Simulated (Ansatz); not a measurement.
Mulliken charges of F6GeSi, SMILES `F[Si](F)(F)[Ge]([F])([F])[F]` from PBE/def2-TZVPP in Ansatz (PBE0-D4/def2-TZVP geometry).

| atom | x (Å) | y (Å) | z (Å) | charge (e) |
| --- | --- | --- | --- | --- |
| F1 | 0.727 | -1.659 | 1.426 | -0.217 |
| Si2 | 0.901 | -0.867 | 0.085 | 0.681 |
| F3 | 0.797 | -1.859 | -1.124 | -0.217 |
| F4 | 2.306 | -0.171 | 0.070 | -0.217 |
| Ge5 | -0.806 | 0.783 | -0.092 | 0.856 |
| F6 | -0.769 | 1.908 | 1.197 | -0.296 |
| F7 | -0.685 | 1.702 | -1.530 | -0.296 |
| F8 | -2.377 | 0.106 | -0.089 | -0.296 |

Task: By hand: the dipole of these point charges (1 e Å = 4.8032 D).

Result: Σ q r = (0.227, -0.220, 0.023) e Å, of length 0.317 e Å = 1.52 D.

Task: How does the dipole of the full density compare? (An estimate is asked.)

Result: Ansatz gave: (0.274, -0.265, 0.029) e Å, 1.84 D; the point charges give 0.83 times that, at 0° from its direction.

Point charges leave out the atoms' own dipoles, such as those of lone pairs, and Mulliken's split depends on the basis, so the two needn't agree.
